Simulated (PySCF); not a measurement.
Species: GaH2(CN), CH2GaN.
SMILES: `[C](#N)[GaH2]`

Theory: PBE0-D3(BJ)/def2-SVP geometry optimisation, gas phase in PySCF.

Take the most abundant isotopes and a rigid rotor. 

Question: Give the principal moments of inertia and the rotational constants in GHz.

Answer: Ia = 3.93, Ib = 137.81, Ic = 141.74 u·Å²; 505379 MHz·u·Å²/I gives 128598, 3667 and 3566 MHz, that is A = 128.60, B = 3.6672, C = 3.5656 GHz.

Question: Classify the top.

Answer: A near-prolate asymmetric top. Ray's parameter κ = (2B − A − C)/(A − C) = -0.998; −1 is the prolate and +1 the oblate limit.

Question: What does the inertial defect say?

Answer: Planar: Δ = Ic − Ia − Ib = 0.00 u·Å². For a rigid frame Δ = −2 Σ m c², so it vanishes when all atoms lie in the ab plane; here none is more than 0.01 Å from it.

Question: Give the coordinates in the principal-axis frame, origin at the centre of mass.

Answer: The sense of each axis is arbitrary; atoms in the order of the calculation.
| atom | mass (u) | a (Å) | b (Å) | c (Å) |
| --- | --- | --- | --- | --- |
| Ga1 | 68.926 | 0.677 | 0.000 | 0.000 |
| H2 | 1.008 | 1.360 | 1.398 | 0.000 |
| H3 | 1.008 | 1.365 | -1.395 | 0.000 |
| C4 | 12.000 | -1.274 | -0.002 | 0.000 |
| N5 | 14.003 | -2.435 | 0.001 | 0.000 |

Question: Where do the levels up to J = 4 lie, in MHz?

Answer: Above 0(0,0):
J = 1: 1(0,1) 7233, 1(1,1) 132163, 1(1,0) 132265
J = 2: 2(0,2) 21698, 2(1,2) 146527, 2(1,1) 146832, 2(2,1) 521623, 2(2,0) 521623
J = 3: 3(0,3) 43396, 3(1,3) 168073, 3(1,2) 168683, 3(2,2) 543322, 3(2,1) 543322, 3(3,1) 1168228, 3(3,0) 1168228
J = 4: 4(0,4) 72327, 4(1,4) 196800, 4(1,3) 197817, 4(2,3) 572253, 4(2,2) 572254, 4(3,2) 1197159, 4(3,1) 1197159, 4(4,1) 2072027, 4(4,0) 2072027
Those of J = 1 are B + C, A + C and A + B.

Question: Predict some low-J microwave lines.

Answer: The dipole components are |μa| = 3.55 D, |μb| = 0.00 D, |μc| = 0.00 D; the symmetry axis of this C2v structure is a, so μb and μc vanish by symmetry and there are no b-type or c-type lines. Some lines, for components of 0.1 D or more:

```csv
type,branch,"J(Ka,Kc)",MHz,lower level (cm⁻¹)
a,Q,"2(1,1) ← 2(1,2)",305,4.888
a,Q,"3(1,2) ← 3(1,3)",610,5.606
a,Q,"4(1,3) ← 4(1,4)",1017,6.565
a,R,"2(1,2) ← 1(1,1)",14364,4.408
a,R,"2(0,2) ← 1(0,1)",14465,0.241
a,R,"2(1,1) ← 1(1,0)",14567,4.412
a,R,"3(1,3) ← 2(1,2)",21546,4.888
a,R,"3(2,2) ← 2(2,1)",21698,17.399
a,R,"3(2,1) ← 2(2,0)",21699,17.399
a,R,"4(1,4) ← 3(1,3)",28728,5.606
a,R,"4(2,3) ← 3(2,2)",28931,18.123
a,R,"4(3,2) ← 3(3,1)",28931,38.968
a,R,"4(3,1) ← 3(3,0)",28931,38.968
a,R,"4(2,2) ← 3(2,1)",28932,18.123
a,R,"4(1,3) ← 3(1,2)",29134,5.627
```

Question: Estimate the classical rotational partition function at 298.15 K and 500 K.

Answer: Point group C2v, symmetry number σ = 2; q = (√π/σ)·√((kT/h)³/(ABC)), k/h = 20836.6 MHz/K: 10600 at 298.15 K, 23000 at 500 K.

PBE0-D3(BJ)/def2-SVP frequencies: not computed here. Zero-point vibration and centrifugal distortion are left out. Quadrupole hyperfine structure (14N, 69Ga) is left out.
